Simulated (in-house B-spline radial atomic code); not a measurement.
**Ionising Xe⁺ with different functionals**

Computed with a B-spline radial code for spherical atoms: four-component Dirac-Coulomb Hamiltonian, Fermi nucleus of rms radius 4.7859 fm, spin-restricted, spherical fractional occupations for the functionals. The ionisation energy is the difference of two self-consistent energies, [Kr] 4d10 5s2 5p5 → [Kr] 4d10 5s2 5p4, without Breit or QED terms; ε is the level of the shell that loses the electron (mean over j). The electron is taken from both j subshells in proportion to 2j + 1, so the result is a j average, not the step between ground levels.

Hybrids are left out here: with spherical fractional occupations of an open shell their exact exchange keeps a self-interaction that integer-occupation calculations don't have.

```json
{"method": "LDA VWN5", "rung": "LDA", "ΔSCF (eV)": "21.98", "-ε(5p) (eV)": "17.21"}
{"method": "relativistic LDA", "rung": "LDA", "ΔSCF (eV)": "21.97", "-ε(5p) (eV)": "17.21"}
{"method": "LDA PW92", "rung": "LDA", "ΔSCF (eV)": "21.98", "-ε(5p) (eV)": "17.21"}
{"method": "LDA exchange-only", "rung": "LDA", "ΔSCF (eV)": "20.64", "-ε(5p) (eV)": "15.91"}
{"method": "PBE", "rung": "GGA", "ΔSCF (eV)": "21.79", "-ε(5p) (eV)": "17.04"}
{"method": "PBEsol", "rung": "GGA", "ΔSCF (eV)": "?", "-ε(5p) (eV)": "?"}
{"method": "BLYP", "rung": "GGA", "ΔSCF (eV)": "21.61", "-ε(5p) (eV)": "16.85"}
{"method": "RPBE", "rung": "GGA", "ΔSCF (eV)": "21.75", "-ε(5p) (eV)": "17.00"}
{"method": "PW91", "rung": "GGA", "ΔSCF (eV)": "21.85", "-ε(5p) (eV)": "17.09"}
{"method": "BP86", "rung": "GGA", "ΔSCF (eV)": "21.91", "-ε(5p) (eV)": "17.15"}
{"method": "AM05", "rung": "GGA", "ΔSCF (eV)": "21.79", "-ε(5p) (eV)": "17.03"}
{"method": "OLYP", "rung": "GGA", "ΔSCF (eV)": "?", "-ε(5p) (eV)": "?"}
```

(1) What does OLYP give?

(2) What does PBEsol give?

(3) How do they compare with the NIST value?

Results:

(1) ΔSCF 21.72 eV, and -ε(5p) = 16.96 eV.

(2) ΔSCF 21.82 eV, and -ε(5p) = 17.06 eV.

(3) NIST lists 20.975 eV ± 0.004 (semi-empirical, ground level to ground level). Errors run from -0.34 to +1.01 eV. The correlated functionals all miss on the same side by more than they spread, so the cause is common to them (Breit-QED terms, spin polarisation, the choice among j levels, multiplet and fine-structure energies, or a listed next ion that isn't the cheapest removal here) and closeness doesn't rank the functionals.
